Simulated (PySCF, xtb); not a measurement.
Cd(H)(OSiH3) (CdH4OSi), SMILES [CdH][O][SiH3].

GFN2-xTB (xtb) at its own geometry gives an orbital gap of 3.96 eV and a dipole moment of 3.10 D.

Geometry optimised at PBE-D3(BJ)/def2-TZVP. The def2 effective core potentials stand for the cores of Cd; spin–orbit coupling is left out.

What does M06-2X/def2-TZVPD (PySCF) give? (The exact figures need the calculation; the answer reports its results.)

gap 8.87 eV (levels -9.33 and -0.46 eV), dipole 2.39 D.
